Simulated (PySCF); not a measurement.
**Where the electron goes**

C₂H₇FO₂Si.
Cartesian coordinates in Å at the GFN2-xTB level; atoms count from 1:
```
atom  x, y, z in Å
C1     2.3065    0.5383   -0.2439
O2     0.9117    0.4195   -0.2973
Si3   -0.0094   -0.8988   -0.4180
F4     0.3622   -1.7273   -1.7377
O5    -1.5162   -0.4482   -0.7170
C6    -2.3800    0.3869   -0.0038
H7     2.5513    1.5995   -0.2921
H8     2.7706    0.0183   -1.0836
H9     2.6924    0.1187    0.6876
H10    0.1528   -1.8165    0.6945
H11   -3.2471    0.5836   -0.6348
H12   -1.8926    1.3293    0.2504
H13   -2.7068   -0.1027    0.9165
```

Method used: TDDFT PBE0/def2-SVPD, vertical, gas phase, core orbitals frozen in the response (PySCF 2.14.0, density-fitted response routines).

Frontier orbitals with the atoms that hold most of them (Löwdin shares over 4%, at most four atoms; ? is withheld):

| orbital | ε (eV) | atoms |
| --- | --- | --- |
| HOMO-3 | -9.39 | O2 33%, O5 17%, C1 13%, C6 8% |
| HOMO-2 | -9.13 | O5 38%, O2 21%, C6 11%, C1 6% |
| HOMO-1 | -8.77 | ? |
| HOMO | -8.65 | ? |
| LUMO | ? | Si3 22%, C1 18%, C6 13%, O2 11% |
| LUMO+1 | 0.70 | Si3 15%, C1 12%, C6 12%, O2 11% |
| LUMO+2 | 1.30 | Si3 28%, O5 17%, H10 14%, F4 13% |

Task: Which atoms hold the HOMO-1, and with what shares?

Result: O2 (bonded to C and Si) 52%; C1 (bonded to O and 3 H) 14%; Si3 (bonded to F, 2 O and H) 9%; H9 (bonded to C) 8%.

Task: Give the leading atoms of the HOMO.

Result: O5 (bonded to C and Si) 54%; C6 (bonded to O and 3 H) 15%; H13 (bonded to C) 8%; Si3 (bonded to F, 2 O and H) 7%.

Task: What is the LUMO energy, and the HOMO–LUMO gap?

Result: ε(LUMO) = 0.63 eV; the gap is 9.28 eV (0.3409 hartree).

Task: How does S1 compare with the orbital gap of 9.28 eV?

Result: S1 is at 7.94 eV (f = 0.011), 1.34 eV below the gap, made of HOMO→LUMO+1 (55%), HOMO→LUMO (40%). Its leading pair isn't HOMO and LUMO; the energies of that pair differ by 9.35 eV. 

Next come S2 at 8.08 eV (f 0.0062), HOMO-1→LUMO (53%), HOMO-1→LUMO+1 (36%); S3 at 8.22 eV (f 0.0095), HOMO-1→LUMO+1 (57%), HOMO-1→LUMO (32%); S4 at 8.35 eV (f 0.024), HOMO→LUMO (50%), HOMO→LUMO+1 (28%); S5 at 8.51 eV (f 0.021), HOMO-2→LUMO+1 (47%), HOMO-2→LUMO (31%).

Löwdin shares depend on the basis, the more so with diffuse functions.

Time: 30 s wall (with the writing of density and orbital grids); peak memory 0.74 GiB. Hardware: an Arm Neoverse V1 with one thread, no GPU, shared host.

One conformer stands for the species.
